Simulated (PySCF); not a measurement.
Coordinates in bohr (charge 0 multiplicity 1):
```
Br    0.4933    0.0000    0.0000
F     0.1813   -2.3639   -2.3639
F     0.1813    2.3639    2.3639
F     0.1813   -2.3639    2.3639
F    -2.7790    0.0000    0.0000
F     0.1813    2.3639   -2.3639
```

Computed with PBE0 in PySCF with Br def2-SVP, F def2-SVP; no relativity; density-fitted integrals.

This geometry of BrF5 is a stationary point at this level.

**Question.** What is the point group?

**Answer.** C4v.

**Question.** Is it a minimum?

**Answer.** Yes: all harmonic wavenumbers are real.

**Question.** List the harmonic modes with their infrared intensities.

**Answer.** 
```csv
symmetry,ω (cm⁻¹),"IR (km/mol, summed over degenerate members)"
b1,231,0.0
e,246,2.0
b2,314,0.0
a1,375,40.8
e,404,15.3
b1,573,0.0
a1,602,4.3
a1,699,46.6
e,700,576
```

In C4v the vibrations span 2b1 + 3e + b2 + 3a1. The b1, b2 modes carry no infrared intensity, as symmetry demands.
